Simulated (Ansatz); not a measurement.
`[GeH3][Te][GeH3]` + H₂O → `[OH][GeH3]` + `[GeH3][TeH]` at 500 K and 1 bar (formal hydrolysis of a Ge–Te bond).

Computed with Ansatz on PBE0-D4/def2-TZVP structures; ΔE is electronic, products minus reactants. CCSD(T)/CBS is the MP2 limit (def2-TZVPP, def2-QZVPP) plus CCSD(T) − MP2 in def2-TZVPP, frozen cores. This one scheme is used for every species. def2 core potentials past Kr. For Ge, Te outer-core shells are correlated without core-valence functions, which leaves a few kJ/mol of doubt a bond. Scalar relativity is left out up to krypton.

```tsv
species	CCSD(T)/CBS energy (Eh)	H − E (kJ/mol)	S (J/(mol·K))
`[GeH3][Te][GeH3]`	-4423.58669	171.3	448.7
H₂O	-76.37941	73.2	206.3
`[OH][GeH3]`	-2153.69723	124.0	309.0
`[GeH3][TeH]`	-2346.24724	110.0	352.4
```

H − E and S are ideal-gas, rigid-rotor, harmonic terms from PBE0-D4/def2-TZVP. 1 Eh = 2625.50 kJ/mol, R = 8.31446 J/(mol·K).

Task: By hand: ΔE, ΔH, ΔS and ΔG.

Result: ΔE = (-2153.69723) + (-2346.24724) − (-4423.58669) − (-76.37941) = 0.02163 Eh = 56.8 kJ/mol. Δ(H − E) = 124.0 + 110.0 − 171.3 − 73.2 = -10.5, so ΔH = 46.3 kJ/mol. ΔS = 309.0 + 352.4 − 448.7 − 206.3 = 6.4 J/(mol·K). ΔG = 46.3 − 500 × (6.4)/1000 = 43.1 kJ/mol.

Task: By hand: the equilibrium constant, and the temperature at which ΔG would vanish if ΔH and ΔS stayed fixed.

Result: log₁₀ K = −ΔG/(RT ln 10) = -4.5. ΔG = 0 at ΔH/ΔS = 7234 K, far beyond where these terms or the molecules hold.

The number of gas molecules stays the same, so ΔS is small and ΔH decides. A doubt of 5 kJ/mol in ΔE shifts log₁₀ K by 0.5 here. Modes under 60 cm⁻¹, often nearly free rotors, make the harmonic entropy too high. These are equilibria of isolated gas molecules and say nothing of rates. Largest T1 diagnostic: 0.011 (customary marks: 0.02 for closed shells, 0.045 for open ones).
